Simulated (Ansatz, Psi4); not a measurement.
Two rigid molecules brought together: H4BN ··· CH4O (SMILES BN and CO). Monomers: optimised at B3LYP-D3(BJ) (def2-TZVP), held rigid. Orientation: lowest of the rigid-body minima from ten starts at GFN2-xTB. R is the distance of the centres of mass, along which the second monomer moves.

Levels of theory: PBE/def2-TZVP, counterpoise-corrected (Psi4); PBE-D3(BJ)/def2-TZVP, counterpoise-corrected (Psi4); PBE0-D3(BJ)/def2-TZVP, counterpoise-corrected (Psi4); CCSD(T)/aug-cc-pVDZ = Ansatz (an electronic-structure program) with CCSD(T) on RHF/aug-cc-pVDZ, frozen core, counterpoise-corrected.

Interaction energies in kcal/mol; the last columns give the difference from CCSD(T):

```json
[
 {"R / Å": "2.99", "PBE/def2-TZVP": "2.76", "PBE-D3(BJ)/def2-TZVP": "1.17", "PBE0-D3(BJ)/def2-TZVP": "1.28", "CCSD(T)/aug-cc-pVDZ": "3.38", "PBE/def2-TZVP − CCSD(T)/aug-cc-pVDZ": "-0.62", "PBE-D3(BJ)/def2-TZVP − CCSD(T)/aug-cc-pVDZ": "-2.21", "PBE0-D3(BJ)/def2-TZVP − CCSD(T)/aug-cc-pVDZ": "-2.10"},
 {"R / Å": "3.18", "PBE/def2-TZVP": "-0.27", "PBE-D3(BJ)/def2-TZVP": "-1.68", "PBE0-D3(BJ)/def2-TZVP": "-1.52", "CCSD(T)/aug-cc-pVDZ": "-0.04", "PBE/def2-TZVP − CCSD(T)/aug-cc-pVDZ": "-0.24", "PBE-D3(BJ)/def2-TZVP − CCSD(T)/aug-cc-pVDZ": "-1.64", "PBE0-D3(BJ)/def2-TZVP − CCSD(T)/aug-cc-pVDZ": "-1.48"},
 {"R / Å": "3.36", "PBE/def2-TZVP": "-1.52", "PBE-D3(BJ)/def2-TZVP": "-2.75", "PBE0-D3(BJ)/def2-TZVP": "-2.57", "CCSD(T)/aug-cc-pVDZ": "-1.47", "PBE/def2-TZVP − CCSD(T)/aug-cc-pVDZ": "-0.05", "PBE-D3(BJ)/def2-TZVP − CCSD(T)/aug-cc-pVDZ": "-1.28", "PBE0-D3(BJ)/def2-TZVP − CCSD(T)/aug-cc-pVDZ": "-1.10"},
 {"R / Å": "3.55", "PBE/def2-TZVP": "-1.96", "PBE-D3(BJ)/def2-TZVP": "-3.02", "PBE0-D3(BJ)/def2-TZVP": "-2.84", "CCSD(T)/aug-cc-pVDZ": "-2.01", "PBE/def2-TZVP − CCSD(T)/aug-cc-pVDZ": "0.05", "PBE-D3(BJ)/def2-TZVP − CCSD(T)/aug-cc-pVDZ": "-1.00", "PBE0-D3(BJ)/def2-TZVP − CCSD(T)/aug-cc-pVDZ": "-0.82"},
 {"R / Å": "3.74", "PBE/def2-TZVP": "-1.96", "PBE-D3(BJ)/def2-TZVP": "-2.86", "PBE0-D3(BJ)/def2-TZVP": "-2.69", "CCSD(T)/aug-cc-pVDZ": "-2.06", "PBE/def2-TZVP − CCSD(T)/aug-cc-pVDZ": "0.10", "PBE-D3(BJ)/def2-TZVP − CCSD(T)/aug-cc-pVDZ": "-0.80", "PBE0-D3(BJ)/def2-TZVP − CCSD(T)/aug-cc-pVDZ": "-0.63"},
 {"R / Å": "4.05", "PBE/def2-TZVP": "-1.62", "PBE-D3(BJ)/def2-TZVP": "-2.29", "PBE0-D3(BJ)/def2-TZVP": "-2.16", "CCSD(T)/aug-cc-pVDZ": "-1.73", "PBE/def2-TZVP − CCSD(T)/aug-cc-pVDZ": "0.11", "PBE-D3(BJ)/def2-TZVP − CCSD(T)/aug-cc-pVDZ": "-0.56", "PBE0-D3(BJ)/def2-TZVP − CCSD(T)/aug-cc-pVDZ": "-0.43"},
 {"R / Å": "4.33", "PBE/def2-TZVP": "-1.26", "PBE-D3(BJ)/def2-TZVP": "-1.76", "PBE0-D3(BJ)/def2-TZVP": "-1.67", "CCSD(T)/aug-cc-pVDZ": "-1.35", "PBE/def2-TZVP − CCSD(T)/aug-cc-pVDZ": "0.10", "PBE-D3(BJ)/def2-TZVP − CCSD(T)/aug-cc-pVDZ": "-0.41", "PBE0-D3(BJ)/def2-TZVP − CCSD(T)/aug-cc-pVDZ": "-0.31"},
 {"R / Å": "4.89", "PBE/def2-TZVP": "-0.72", "PBE-D3(BJ)/def2-TZVP": "-1.00", "PBE0-D3(BJ)/def2-TZVP": "-0.95", "CCSD(T)/aug-cc-pVDZ": "-0.79", "PBE/def2-TZVP − CCSD(T)/aug-cc-pVDZ": "0.06", "PBE-D3(BJ)/def2-TZVP − CCSD(T)/aug-cc-pVDZ": "-0.21", "PBE0-D3(BJ)/def2-TZVP − CCSD(T)/aug-cc-pVDZ": "-0.16"},
 {"R / Å": "5.57", "PBE/def2-TZVP": "-0.39", "PBE-D3(BJ)/def2-TZVP": "-0.52", "PBE0-D3(BJ)/def2-TZVP": "-0.50", "CCSD(T)/aug-cc-pVDZ": "-0.43", "PBE/def2-TZVP − CCSD(T)/aug-cc-pVDZ": "0.04", "PBE-D3(BJ)/def2-TZVP − CCSD(T)/aug-cc-pVDZ": "-0.08", "PBE0-D3(BJ)/def2-TZVP − CCSD(T)/aug-cc-pVDZ": "-0.07"},
 {"R / Å": "6.52", "PBE/def2-TZVP": "-0.20", "PBE-D3(BJ)/def2-TZVP": "-0.25", "PBE0-D3(BJ)/def2-TZVP": "-0.25", "CCSD(T)/aug-cc-pVDZ": "-0.22", "PBE/def2-TZVP − CCSD(T)/aug-cc-pVDZ": "0.03", "PBE-D3(BJ)/def2-TZVP − CCSD(T)/aug-cc-pVDZ": "-0.02", "PBE0-D3(BJ)/def2-TZVP − CCSD(T)/aug-cc-pVDZ": "-0.02"},
 {"R / Å": "7.85", "PBE/def2-TZVP": "-0.10", "PBE-D3(BJ)/def2-TZVP": "-0.12", "PBE0-D3(BJ)/def2-TZVP": "-0.12", "CCSD(T)/aug-cc-pVDZ": "-0.11", "PBE/def2-TZVP − CCSD(T)/aug-cc-pVDZ": "0.01", "PBE-D3(BJ)/def2-TZVP − CCSD(T)/aug-cc-pVDZ": "-0.01", "PBE0-D3(BJ)/def2-TZVP − CCSD(T)/aug-cc-pVDZ": "-0.01"}
]
```

PBE/def2-TZVP is furthest from CCSD(T)/aug-cc-pVDZ at 2.99 (-0.62 kcal/mol, below); its mean absolute difference over the points is 0.13 kcal/mol.

PBE-D3(BJ)/def2-TZVP is furthest from CCSD(T)/aug-cc-pVDZ at 2.99 (-2.21 kcal/mol, below); its mean absolute difference over the points is 0.75 kcal/mol.

PBE0-D3(BJ)/def2-TZVP is furthest from CCSD(T)/aug-cc-pVDZ at 2.99 (-2.10 kcal/mol, below); its mean absolute difference over the points is 0.65 kcal/mol.
